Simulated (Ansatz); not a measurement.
Reaction (redistribution): `N[SiH](F)[SiH2]O` + `[NH]=[V]([NH2])([OH])[F]` → `O[SiH2][SiH](O)F` + `[NH]=[V]([NH2])([NH2])[F]`

Calculated with Ansatz (gas phase, PBE0-D4/def2-TZVP geometries, no zero-point term in ΔE). CBS: MP2 limit from def2 TZ/QZ plus the TZ coupled-cluster correction, frozen cores. Functionals use def2-TZVPP. For V outer-core shells are correlated without core-valence functions, which leaves a few kJ/mol of doubt a bond. Scalar relativity is left out up to krypton. One conformer a species, not always the lowest.

| level | ΔE (kJ/mol) |
| --- | --- |
| B97M-V | 6.4 |
| r2SCANh-D4 | 6.0 |
| r2SCAN0-D4 | 4.4 |
| PBE | 9.5 |
| r2SCAN | 7.2 |
| HF/def2-SVP | 6.4 |
| HF/def2-TZVPP | 0.9 |
| SCS-MP2/def2-QZVPP | -1.3 |

Task: What does CCSD(T)/CBS give? (Best estimate.)

Result: Computed: -0.2 kJ/mol. The listed levels differ from it by 6.6, 6.2, 4.6, 9.7, 7.4, 6.6, 1.1, -1.1 kJ/mol.

Largest T1 diagnostic among the species: 0.031, so the coupled-cluster value is less sure than usual.

At CCSD(T), def2-SVP lies +11.6 kJ/mol from the extrapolated value and def2-TZVPP +0.9 kJ/mol. From PBE to PBE0 (25 % exact exchange), in def2-TZVPP and without D4, ΔE moves by −3.0 kJ/mol. Leaving LDA and LC-ωPBE aside and taking each functional with its dispersion term where it has one, the values, not all of them listed here, spread over 7.9 kJ/mol, from BHLYP-D4 to revPBE-D4.
